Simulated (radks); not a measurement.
Correlation energies from several functionals, in hartree. Species: Cd+ [Kr] 4d10 5s1; Be+ [He] 2s1; Tc [Kr] 4d5 5s2; Mn+ [Ar] 3d5 4s1. All-electron calculation, non-relativistic Kohn-Sham, r2SCAN, spin-polarised, spherical densities, point nucleus; meta-GGA in the generalised Kohn-Sham scheme. Program: a radial shooting solver on a logarithmic mesh with Libxc functionals. Every spin shell is full or empty, so the densities are truly spherical. Functionals are evaluated on that one density, not self-consistently.

\begin{tabular}{lrrrr}
functional & Cd+ & Be+ & Tc & Mn+ \\ \hline
PW92 & -4.5078 & -0.17278 & -3.9358 & -1.9983 \\
VWN5 & -4.5278 & -0.17362 & -3.9538 & -2.0084 \\
PZ & -4.5051 & -0.17200 & -3.9280 & -1.9866 \\
Wigner & -2.5021 & -0.10842 & -2.1779 & -1.1270 \\
Chachiyo & -4.4476 & -0.16938 & -3.8766 & -1.9596 \\
LYP & -2.3922 & -0.061422 & -2.0766 & -1.0400 \\
P86 & -2.8420 & -0.054968 & -2.4445 & -1.1503 \\
PW91 & -2.7135 & -0.062147 & -2.3255 & -1.1094 \\
OP (B88) & -2.3254 & -0.068532 & -2.0015 & -1.0000 \\
TPSS & -2.5124 & -0.052196 & -2.1480 & -1.0168 \\
revTPSS & -2.5420 & -0.055089 & -2.1785 & -1.0349 \\
SCAN & -2.5039 & -0.050128 & -2.1577 & -1.0187 \\
B95 & -3.0507 & -0.062160 & -2.5943 & -1.1985 \\
Tao-Mo & -2.4254 & -0.037161 & -2.0637 & -0.95661 \\
\end{tabular}
